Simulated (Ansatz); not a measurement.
Gas-phase electronic energies from Ansatz, PBE0-D4/def2-TZVP geometries. CCSD(T)/CBS adds triple-zeta CCSD(T) − MP2 to the extrapolated MP2 energy (def2 sets, frozen cores). DFT in def2-TZVPP. B3LYP here is the variant with VWN-RPA as its local correlation; programs differ in this. One conformer a species, not always the lowest.

`C[SiH]1SB1N` + `O[SiH2]O[SiH](O)O` → `CO[SiH](O)O[SiH2]O` + `NB1[SiH2]S1`  (substitution at a C–Si bond)

```csv
level,ΔE (kcal/mol),difference from CCSD(T)/CBS
PBE-D4,23.4,-0.7
PBE0-D4,23.8,-0.3
B3LYP-D4,22.0,-2.1
ωB97M-V,23.6,-0.5
PBE0,23.9,-0.2
CCSD/def2-TZVPP,22.8,-1.3
CCSD(T)/def2-TZVPP,23.1,-1.0
HF/CBS(def2),20.1,-4.0
MP2/CBS(def2),26.1,2.0
CCSD/CBS(def2),23.8,-0.3
CCSD(T)/CBS,24.1,0
```

Largest T1 diagnostic among the species: 0.014.

In def2-TZVPP, CCSD(T) changes the Hartree–Fock value by +2.9 kcal/mol (the triples alone add +0.3 kcal/mol) and MP2 by +5.0 kcal/mol.
